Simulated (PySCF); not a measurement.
## UHF on O⁺ (oxygen, charge +1)

Configuration: [He] 2s2 2p3, high-spin 4S determinant. All numbers are calculated (PySCF 2.14, no relativity, point nucleus, in 6-31G* (3s2p1d, 14 functions)).

- Total energy: -74.341075 hartree
- One-electron energy: -98.3567 hartree
- Hartree (Coulomb) energy: 31.9080 hartree
- Exchange energy: -7.8924 hartree
- Kinetic energy: 74.21130 hartree
- ⟨S²⟩: 3.7551
- ⟨L²⟩: 0.000
- Sum of ⟨r⟩: 5.863 bohr
- Sum of ⟨r²⟩: 7.572 bohr²
- Density at the nucleus (Gaussians lack the cusp): 293 bohr⁻³
- Spin density at the nucleus: 0.528 bohr⁻³
- Langevin diamagnetic susceptibility: -6.00 ×10⁻⁶ cm³/mol
- Time after the integrals: 0.04 s of wall time on 1 thread of Neoverse-V1 (shared host)

| shell | electrons | mean orbital energy (hartree) | rms radius, mean of both spins (bohr) |
| --- | --- | --- | --- |
| 1s α | 1 | -21.42803 | 0.230 |
| 1s β | 1 | -21.29154 | 0.230 |
| 2s α | 1 | -2.07219 | 1.22 |
| 2s β | 1 | -1.53540 | 1.22 |
| 2p α | 3 | -1.33277 | 1.22 |
